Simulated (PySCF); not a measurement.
Bonds (- single, = double, # triple, : aromatic): C1-Si2 1.858 Å, Si2-O3 1.661 Å, Si2-O4 1.681 Å, O4-Si5 1.640 Å, Si5-F6 1.636 Å. C1 carries H7, H8, H9; Si2 carries H10; O3 carries H11; Si5 carries H12, H13. Stereochemistry as in C[Si@@H](O)O[SiH2]F. H13 is pro-R; H12 is pro-S.

Geometry: PBE0-D3(BJ)/def2-SVP; GIAO absolute shieldings from PySCF 2.14.0 with density-fitted response routines, gas phase, non-relativistic, averaged over equivalent atoms.

At PBE0/pcSseg-1 (151 basis functions, 14 s wall time on 1 thread of an Arm Neoverse V1, shared host):
| atoms | σ (ppm) |
| --- | --- |
| C1 | 181.5 |
| Si2 | 357.5 |
| Si5 | 372.6 |
| O4 | 229.3 |
| O3 | 265.0 |
| F6 | 338.7 |
| H13 | 26.11 |
| H12 | 26.25 |
| H10 | 26.37 |
| H11 | 29.23 |
| H7/H8/H9 | 30.97 |

Predict the values at PBE0/pcSseg-2 on the same geometry.

## Answers


```csv
atoms,σ at PBE0/pcSseg-2,change
C1,181.7,+0.2
Si2,349.5,-8.0
Si5,367.2,-5.4
O4,216.5,-12.8
O3,256.8,-8.2
F6,326.8,-11.9
H13,25.99,-0.12
H12,26.14,-0.11
H10,26.21,-0.16
H11,29.15,-0.08
H7/H8/H9,30.97,+0.00
```

The largest change is at O4 (oxygen bonded to 2 Si). Cost: 328 basis functions, 65 s wall time on 1 thread of an Arm Neoverse V1, shared host.
